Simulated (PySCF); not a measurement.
Ionising TlI

RHF-CCSD; PySCF, scalar-relativistic core potentials, basis sets Tl def2-SVP with ECP60, I def2-SVP with ECP28. Neutral (RHF): singlet (closed shell), Re = 2.885 Å, ωe = 149 cm⁻¹, De = 3.16 eV.

TlI⁺ (UHF): doublet (π ↑), Re = 3.547 Å, ωe = 56.2 cm⁻¹. The energies at the minima are -468.45282 hartree for TlI and -468.15649 for TlI⁺.

(1) Work out the adiabatic ionisation energy, without and with harmonic zero-point energies (1 hartree = 27.2114 eV, 1 eV = 8065.5 cm⁻¹), and the change of the bond length.

Correlated steps freeze 8 core orbitals. Correlated levels converge slowly with the basis: in double zeta they bind strong bonds too weakly, by up to about 1 eV, and carry superposition errors of some tenths. Spin–orbit coupling is left out, which matters for elements this heavy, above all for dissociation energies. Where the molecule has an RHF reference, its open-shell atoms are computed with UHF. States were picked by a PBE0 search and need not be the measured ground states.

Neutral and ion stand on different kinds of reference determinant, which adds to the error of the difference.

Answers

(1) At CCSD: 0.29633 hartree = 8.064 eV between the minima; the zero-point term (56.2 − 149.0)/2 cm⁻¹ = -0.006 eV makes it 8.058 eV. Re changes by +66.2 pm against the neutral. The electron leaves a π orbital, and the ion is left as a loose complex of an ion and an atom.
